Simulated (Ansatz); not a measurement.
`[SiH3][SiH3]` + `CB(O)S` → `CB(S)O[SiH3]` + SiH₄  (cleavage of the Si–Si bond)

Isolated molecules relaxed with PBE0-D4/def2-TZVP in Ansatz; ΔE leaves out vibrations. CCSD(T)/CBS is the MP2 limit (def2-TZVPP, def2-QZVPP) plus CCSD(T) − MP2 in def2-TZVPP, frozen cores. This one scheme is used for every species. Functionals use def2-TZVPP. Each species was taken in one conformer, which may not be the lowest.

```json
{"level": "LDA (SPW92)", "ΔE (kcal/mol)": "-14.6", "difference from CCSD(T)/CBS": "5.4"}
{"level": "r2SCAN-D4", "ΔE (kcal/mol)": "-17.9", "difference from CCSD(T)/CBS": "2.1"}
{"level": "ωB97X-V", "ΔE (kcal/mol)": "-19.0", "difference from CCSD(T)/CBS": "1.0"}
{"level": "PBE", "ΔE (kcal/mol)": "-13.3", "difference from CCSD(T)/CBS": "6.7"}
{"level": "BLYP", "ΔE (kcal/mol)": "-18.2", "difference from CCSD(T)/CBS": "1.8"}
{"level": "PBE0", "ΔE (kcal/mol)": "-15.0", "difference from CCSD(T)/CBS": "5.0"}
{"level": "BHLYP", "ΔE (kcal/mol)": "-22.1", "difference from CCSD(T)/CBS": "-2.1"}
{"level": "MP2/def2-SVP", "ΔE (kcal/mol)": "-18.9", "difference from CCSD(T)/CBS": "1.1"}
{"level": "MP2/def2-TZVPP", "ΔE (kcal/mol)": "-21.8", "difference from CCSD(T)/CBS": "-1.8"}
{"level": "HF/def2-QZVPP", "ΔE (kcal/mol)": "-25.6", "difference from CCSD(T)/CBS": "-5.6"}
{"level": "CCSD(T)/CBS", "ΔE (kcal/mol)": "-20.0", "difference from CCSD(T)/CBS": "0"}
```

Largest T1 diagnostic among the species: 0.013.

From PBE to PBE0 (25 % exact exchange), in def2-TZVPP and without D4, ΔE moves by −1.7 kcal/mol. The D4 term adds −1.0 kcal/mol with B3LYP and −0.6 kcal/mol with PBE0; it sums over pairs of atoms, weighted by their polarisabilities, and B3LYP, whose exchange is more repulsive, gets the larger term.

B3LYP here is the variant with VWN-RPA as its local correlation; programs differ in this.
